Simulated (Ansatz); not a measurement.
Consider the cleavage of the B–B bond: `BBN` + `CN[SiH2]Cl` → `BN(C)[SiH2]Cl` + `BN`.

Gas-phase electronic energies from Ansatz, PBE0-D4/def2-TZVP geometries. CCSD(T)/CBS adds triple-zeta CCSD(T) − MP2 to the extrapolated MP2 energy (def2 sets, frozen cores). This one scheme is used for every species. DFT in def2-TZVPP. One conformer a species, not always the lowest.

`BBN`:

Z-matrix (Å, degrees):
```
B
B 1 1.664
H 1 1.201 2 122.2
H 1 1.201 2 122.2 3 173.8
N 2 1.391 1 129.0 3 93.1
H 2 1.210 1 114.9 3 -86.9
H 5 1.006 2 122.8 1 180.0
H 5 1.005 2 124.0 1 0.0
```

`CN[SiH2]Cl`:

```xyz
10

C     0.702   -0.717    0.993
N    -0.518   -0.262    0.355
Si   -0.558    0.883   -0.897
Cl    0.233    0.228   -2.700
H     1.155   -1.579    0.490
H     0.517   -0.984    2.037
H     1.437    0.091    0.990
H    -1.273   -0.928    0.404
H    -1.972    1.227   -1.160
H     0.276    2.042   -0.512
```

`BN(C)[SiH2]Cl`:

Cartesian coordinates in Å:
```
B 1.059 -0.959 -0.842
N 0.245 -0.108 -0.087
C 0.738 1.155 0.456
Si -1.411 -0.513 0.241
Cl -2.659 0.868 -0.635
H 2.204 -0.660 -1.031
H 0.595 -1.972 -1.279
H 1.800 1.258 0.233
H 0.604 1.195 1.541
H 0.205 2.003 0.018
H -1.664 -0.421 1.697
H -1.714 -1.846 -0.311
```

`BN`:

Cartesian coordinates in Å:
```
B -0.151 -0.209 -0.632
N 0.156 0.215 0.650
H -0.398 -1.365 -0.818
H -0.162 0.593 -1.521
H 0.373 1.170 0.878
H 0.183 -0.404 1.443
```

| species | CAM-B3LYP-D4 energy (Eh) |
| --- | --- |
| `BBN` | -107.43656 |
| `CN[SiH2]Cl` | -846.27466 |
| `BN(C)[SiH2]Cl` | -871.74285 |
| `BN` | -82.03088 |

(1) Work out ΔE.

Largest T1 diagnostic among the species: 0.013.

## Answers

(1) ΔE = (-871.74285) + (-82.03088) − (-107.43656) − (-846.27466) = -0.06251 Eh = -164.1 kJ/mol. CCSD(T)/CBS gives -165.0 kJ/mol.

The D4 term adds −6.1 kJ/mol with B3LYP and −3.3 kJ/mol with PBE0; it sums over pairs of atoms, weighted by their polarisabilities, and B3LYP, whose exchange is more repulsive, gets the larger term. In def2-TZVPP, CCSD(T) changes the Hartree–Fock value by −14.3 kJ/mol (the triples alone add −4.0 kJ/mol) and MP2 by −21.3 kJ/mol.

B3LYP here is the variant with VWN-RPA as its local correlation; programs differ in this.
